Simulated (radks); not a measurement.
The numbers below are computed, except where a source is named.
Valence configurations of neutral ytterbium (all share [Xe]). Level of theory: scalar-relativistic Kohn-Sham, PBE, spin-polarised, spherical densities, finite nucleus; open shells are filled with parallel spins first (spin-orbit coupling, left out, can overturn this in heavy ions); Fermi nuclear charge, rms radius 5.3108 fm (a radial shooting solver on a logarithmic mesh with Libxc functionals). Order these by energy: 4f13.5 5d0.5 6s2; 4f14 6s2; 4f14 5d0.5 6s1.5; 4f12 5d2 6s2; 4f14 6p2; 4f13 6s2 6p1; 4f13 5d1 6s2; 4f14 5d1 6s1; 4f14 5d2; 4f13.5 6s0.5 6p2.

Answer. From the lowest, in eV above it: 4f14 6s2 0.000; 4f14 5d0.5 6s1.5 1.503; 4f13.5 5d0.5 6s2 1.759; 4f14 5d1 6s1 2.773; 4f13 5d1 6s2 4.682; 4f14 6p2 5.556; 4f13 6s2 6p1 5.767; 4f14 5d2 6.124; 4f13.5 6s0.5 6p2 6.300; 4f12 5d2 6s2 14.248. NIST lists [Xe] 4f14 6s2 as the ground configuration; this level of theory agrees among the configurations tried. The energies are those of spherical high-spin densities, not of single terms.
